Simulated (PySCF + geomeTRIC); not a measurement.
Calculation: TPSS-D3(BJ)/def2-SVP run with PySCF + geomeTRIC. fastk is a local helper that only speeds up exchange builds. No frequencies were computed at this level.

```python
import json, numpy as np
from pyscf import gto, dft
from fastk import lowrank_exchange
atoms = """
Ti    -0.058049    -0.077874    -0.082712
O     -0.602554    -0.596508    -1.631681
H     -1.303717    -0.840661    -2.239099
O     -1.177441     0.396397     1.154051
H     -1.446651    -0.024739     1.974990
N      1.152188     1.335255    -0.306867
H      1.423213     1.612300    -1.252144
H      1.003090     2.189152     0.233323
N      0.968127    -1.467045     0.668072
H      1.698694    -1.185821     1.326429
H      1.390834    -2.130842     0.015786
"""
def scf(charge, spin, dm0=None):
    mol = gto.M(atom=atoms, basis='def2-svp', ecp={}, charge=charge, spin=spin, verbose=3, max_memory=10080)
    mf = dft.KS(mol, xc='tpss').density_fit(auxbasis="def2-universal-jkfit")
    mf.disp = 'd3bj'
    mf.grids.level = 3
    mf.conv_tol = 1e-8
    mf.max_cycle = 120
    mf.level_shift = 0.25
    mf.kernel(dm0)
    if not mf.converged:
        mf = mf.newton().run(mf.mo_coeff, mf.mo_occ).undo_soscf()
    return mf
mf = scf(0, 0)
from pyscf.geomopt.geometric_solver import kernel as optimize
path = []
done, mol = optimize(mf, maxsteps=120, assert_convergence=False, callback=lambda env: path.append((env["energy"], bool(env["g_scanner"].converged))))
res = dict(converged=bool(done and path[-1][1]), energy=path[-1][0], path=[e for e, c in path], xyz=mol.atom_coords(unit="Angstrom").tolist(), nao=mol.nao)
json.dump(res, open("result.json", "w"))
```

Output:

```
converged SCF energy = -1112.9629350798
Geometry optimization cycle 1
converged SCF energy = -1112.9629350583
cycle 1: E = -1112.96293506  dE = -1112.96  norm(grad) = 0.0728961
Geometry optimization cycle 2
converged SCF energy = -1112.97167383972
cycle 2: E = -1112.97167384  dE = -0.00873878  norm(grad) = 0.0174309
Geometry optimization cycle 3
converged SCF energy = -1112.97277851445
cycle 3: E = -1112.97277851  dE = -0.00110467  norm(grad) = 0.0103093
Geometry optimization cycle 4
converged SCF energy = -1112.97474186675
cycle 4: E = -1112.97474187  dE = -0.00196335  norm(grad) = 0.0138668
Geometry optimization cycle 5
converged SCF energy = -1112.97565132992
cycle 5: E = -1112.97565133  dE = -0.000909463  norm(grad) = 0.0137403
Geometry optimization cycle 6
converged SCF energy = -1112.97673526951
cycle 6: E = -1112.97673527  dE = -0.00108394  norm(grad) = 0.00834867
Geometry optimization cycle 7
converged SCF energy = -1112.97708406093
cycle 7: E = -1112.97708406  dE = -0.000348791  norm(grad) = 0.00474531
Geometry optimization cycle 8
converged SCF energy = -1112.97728942194
cycle 8: E = -1112.97728942  dE = -0.000205361  norm(grad) = 0.00343937
Geometry optimization cycle 9
converged SCF energy = -1112.97739592813
cycle 9: E = -1112.97739593  dE = -0.000106506  norm(grad) = 0.00286423
Geometry optimization cycle 10
converged SCF energy = -1112.97754766072
cycle 10: E = -1112.97754766  dE = -0.000151733  norm(grad) = 0.00230593
Geometry optimization cycle 11
converged SCF energy = -1112.97763181001
cycle 11: E = -1112.97763181  dE = -8.41493e-05  norm(grad) = 0.00189836
Geometry optimization cycle 12
converged SCF energy = -1112.97766780472
cycle 12: E = -1112.9776678  dE = -3.59947e-05  norm(grad) = 0.00110055
Geometry optimization cycle 13
converged SCF energy = -1112.97767782198
cycle 13: E = -1112.97767782  dE = -1.00173e-05  norm(grad) = 0.0005658
Geometry optimization cycle 14
converged SCF energy = -1112.97768272937
cycle 14: E = -1112.97768273  dE = -4.90739e-06  norm(grad) = 0.000411875
Geometry optimization cycle 15
converged SCF energy = -1112.97768518511
cycle 15: E = -1112.97768519  dE = -2.45573e-06  norm(grad) = 0.000491921
Geometry optimization cycle 16
converged SCF energy = -1112.97768632988
cycle 16: E = -1112.97768633  dE = -1.14478e-06  norm(grad) = 0.000532567
Geometry optimization cycle 17
converged SCF energy = -1112.97768579575
cycle 17: E = -1112.9776858  dE = 5.34127e-07  norm(grad) = 0.000545846
Geometry optimization cycle 18
converged SCF energy = -1112.97768623987
cycle 18: E = -1112.97768624  dE = -4.44116e-07  norm(grad) = 0.000507904
Geometry optimization cycle 19
converged SCF energy = -1112.97768770792
cycle 19: E = -1112.97768771  dE = -1.46805e-06  norm(grad) = 0.000413749
Geometry optimization cycle 20
converged SCF energy = -1112.9776892427
cycle 20: E = -1112.97768924  dE = -1.53478e-06  norm(grad) = 0.00034123
Geometry optimization cycle 21
converged SCF energy = -1112.97769036135
cycle 21: E = -1112.97769036  dE = -1.11865e-06  norm(grad) = 0.000322424
Geometry optimization cycle 22
converged SCF energy = -1112.97769137185
cycle 22: E = -1112.97769137  dE = -1.0105e-06  norm(grad) = 0.000310009
Geometry optimization cycle 23
converged SCF energy = -1112.97769241035
cycle 23: E = -1112.97769241  dE = -1.03851e-06  norm(grad) = 0.000316351
Geometry optimization cycle 24
converged SCF energy = -1112.97769333814
cycle 24: E = -1112.97769334  dE = -9.27789e-07  norm(grad) = 0.000266961
<class 'geometric.internal.Distance'> : 10
<class 'geometric.internal.Angle'> : 14
<class 'geometric.internal.Dihedral'> : 18
<class 'geometric.internal.TranslationX'> : 1
<class 'geometric.internal.TranslationY'> : 1
<class 'geometric.internal.TranslationZ'> : 1
<class 'geometric.internal.RotationA'> : 1
<class 'geometric.internal.RotationB'> : 1
<class 'geometric.internal.RotationC'> : 1
Step    0 : Gradient = 2.198e-02/4.114e-02 (rms/max) Energy = -1112.9629350583
Step    1 : Displace = 8.100e-02/1.027e-01 (rms/max) Trust = 1.000e-01 (=) Grad = 5.256e-03/1.055e-02 (rms/max) E (change) = -1112.9716738397 (-8.739e-03) Quality = 0.846
Step    2 : Displace = 2.197e-02/4.042e-02 (rms/max) Trust = 1.414e-01 (+) Grad = 3.108e-03/6.585e-03 (rms/max) E (change) = -1112.9727785145 (-1.105e-03) Quality = 1.675
Step    3 : Displace = 8.010e-02/1.522e-01 (rms/max) Trust = 2.000e-01 (+) Grad = 4.181e-03/7.334e-03 (rms/max) E (change) = -1112.9747418668 (-1.963e-03) Quality = 1.237
Step    4 : Displace = 4.959e-02/9.429e-02 (rms/max) Trust = 2.828e-01 (+) Grad = 4.143e-03/7.612e-03 (rms/max) E (change) = -1112.9756513299 (-9.095e-04) Quality = 1.582
Step    5 : Displace = 8.296e-02/1.546e-01 (rms/max) Trust = 3.000e-01 (+) Grad = 2.517e-03/4.605e-03 (rms/max) E (change) = -1112.9767352695 (-1.084e-03) Quality = 1.210
Step    6 : Displace = 2.803e-02/4.057e-02 (rms/max) Trust = 3.000e-01 (=) Grad = 1.431e-03/2.769e-03 (rms/max) E (change) = -1112.9770840609 (-3.488e-04) Quality = 1.447
Step    7 : Displace = 2.584e-02/3.829e-02 (rms/max) Trust = 3.000e-01 (=) Grad = 1.037e-03/2.190e-03 (rms/max) E (change) = -1112.9772894219 (-2.054e-04) Quality = 1.311
Step    8 : Displace = 1.454e-02/2.355e-02 (rms/max) Trust = 3.000e-01 (=) Grad = 8.636e-04/1.504e-03 (rms/max) E (change) = -1112.9773959281 (-1.065e-04) Quality = 1.559
Step    9 : Displace = 2.644e-02/4.029e-02 (rms/max) Trust = 3.000e-01 (=) Grad = 6.953e-04/1.380e-03 (rms/max) E (change) = -1112.9775476607 (-1.517e-04) Quality = 1.347
Step   10 : Displace = 2.152e-02/3.304e-02 (rms/max) Trust = 3.000e-01 (=) Grad = 5.724e-04/9.467e-04 (rms/max) E (change) = -1112.9776318100 (-8.415e-05) Quality = 1.330
Step   11 : Displace = 1.336e-02/2.067e-02 (rms/max) Trust = 3.000e-01 (=) Grad = 3.318e-04/5.873e-04 (rms/max) E (change) = -1112.9776678047 (-3.599e-05) Quality = 1.218
Step   12 : Displace = 5.059e-03/7.211e-03 (rms/max) Trust = 3.000e-01 (=) Grad = 1.706e-04/3.535e-04 (rms/max) E (change) = -1112.9776778220 (-1.002e-05) Quality = 1.227
Step   13 : Displace = 4.549e-03/7.632e-03 (rms/max) Trust = 3.000e-01 (=) Grad = 1.242e-04/1.967e-04 (rms/max) E (change) = -1112.9776827294 (-4.907e-06) Quality = 1.017
Step   14 : Displace = 4.516e-03/7.600e-03 (rms/max) Trust = 3.000e-01 (=) Grad = 1.483e-04/2.872e-04 (rms/max) E (change) = -1112.9776851851 (-2.456e-06) Quality = 0.726
Step   15 : Displace = 4.560e-03/7.818e-03 (rms/max) Trust = 3.000e-01 (=) Grad = 1.606e-04/2.880e-04 (rms/max) E (change) = -1112.9776863299 (-1.145e-06) Quality = 0.341
Step   16 : Displace = 5.097e-03/9.392e-03 (rms/max) Trust = 3.000e-01 (=) Grad = 1.646e-04/3.060e-04 (rms/max) E (change) = -1112.9776857958 (+5.341e-07) Quality = -0.121
Step   17 : Displace = 2.517e-03/4.991e-03 (rms/max) Trust = 2.549e-03 (-) Grad = 1.531e-04/2.356e-04 (rms/max) E (change) = -1112.9776862399 (-4.441e-07) Quality = 0.084
Step   18 : Displace = 1.228e-03/1.801e-03 (rms/max) Trust = 1.259e-03 (-) Grad = 1.248e-04/2.013e-04 (rms/max) E (change) = -1112.9776877079 (-1.468e-06) Quality = 0.801
Step   19 : Displace = 1.756e-03/2.735e-03 (rms/max) Trust = 1.780e-03 (+) Grad = 1.029e-04/1.640e-04 (rms/max) E (change) = -1112.9776892427 (-1.535e-06) Quality = 0.623
Step   20 : Displace = 1.688e-03/2.604e-03 (rms/max) Trust = 1.780e-03 (=) Grad = 9.721e-05/1.561e-04 (rms/max) E (change) = -1112.9776903613 (-1.119e-06) Quality = 0.428
Step   21 : Displace = 1.722e-03/2.727e-03 (rms/max) Trust = 1.780e-03 (=) Grad = 9.347e-05/1.476e-04 (rms/max) E (change) = -1112.9776913718 (-1.010e-06) Quality = 0.279
Step   22 : Displace = 1.913e-03/3.119e-03 (rms/max) Trust = 1.780e-03 (=) Grad = 9.538e-05/1.466e-04 (rms/max) E (change) = -1112.9776924104 (-1.039e-06) Quality = 0.182
Step   23 : Displace = 8.771e-04/1.597e-03 (rms/max) Trust = 8.900e-04 (-) Grad = 8.049e-05/1.237e-04 (rms/max) E (change) = -1112.9776933381 (-9.278e-07) Quality = 0.210
Converged! =D
```

Cost: roughly 16 core-minutes.
